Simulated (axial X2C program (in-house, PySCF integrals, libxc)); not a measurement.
TPSS 2c against experiment

All values come from calculations with an axial X2C code built on PySCF integrals, spin-free (one-electron X2C) or two-component (2c: spin–orbit coupling with atomic mean-field Coulomb and Gaunt terms, which also bring small scalar terms), in Dyall basis sets with cores contracted in-house; open shells are unrestricted.

Dyall triple-zeta sets (v3z, cv3z or av3z by atom and run).

Measured values: Huber and Herzberg, Constants of Diatomic Molecules (1979). Errors are computed minus measured. MP2 and coupled cluster freeze inner shells, in many runs the outer core of a metal too (1s of Li among them), which lengthens bonds; no counterpoise correction.

```json
{"molecule": "CuF", "state": "1Σ+", "measured Re (Å)": "1.74493", "measured ωe (cm⁻¹)": "622.65"}
{"molecule": "P₂", "state": "1Σg+", "measured Re (Å)": "1.8934", "measured ωe (cm⁻¹)": "780.77"}
{"molecule": "IF", "state": "1Σ+", "measured Re (Å)": "1.90976", "measured ωe (cm⁻¹)": "610.24"}
{"molecule": "BrCl", "state": "1Σ+", "measured Re (Å)": "2.13606", "measured ωe (cm⁻¹)": "444.276"}
{"molecule": "RbH", "state": "1Σ+", "measured Re (Å)": "2.367", "measured ωe (cm⁻¹)": "936.94"}
{"molecule": "LiI", "state": "1Σ+", "measured Re (Å)": "2.39192", "measured ωe (cm⁻¹)": "498.16"}
{"molecule": "TlCl", "state": "1Σ+", "measured Re (Å)": "2.48483", "measured ωe (cm⁻¹)": "n/a"}
{"molecule": "AlI", "state": "1Σ+", "measured Re (Å)": "2.5371", "measured ωe (cm⁻¹)": "316.1"}
```

TPSS 2c gives:

| molecule | Re (Å) | ωe (cm⁻¹) |
| --- | --- | --- |
| CuF | 1.734 | 637.3 |
| P₂ | 1.906 | 787.2 |
| IF | 1.951 | 583.5 |
| BrCl | 2.167 | 423.9 |
| RbH | 2.353 | 936.7 |
| LiI | 2.405 | 486.0 |
| TlCl | 2.524 | 270.6 |
| AlI | 2.574 | 303.1 |

(1) Work out the errors, computed minus measured.

(2) What are the mean, mean absolute and worst errors of Re over these?

Answers

(1) 

| molecule | error of Re (Å) | error of ωe (%) |
| --- | --- | --- |
| CuF | -0.011 | 2.4 |
| P₂ | 0.013 | 0.8 |
| IF | 0.041 | -4.4 |
| BrCl | 0.031 | -4.6 |
| RbH | -0.014 | 0.0 |
| LiI | 0.013 | -2.4 |
| TlCl | 0.039 | n/a |
| AlI | 0.037 | -4.1 |

(2) Mean 0.019 Å, mean absolute 0.025 Å, worst 0.041 (IF).
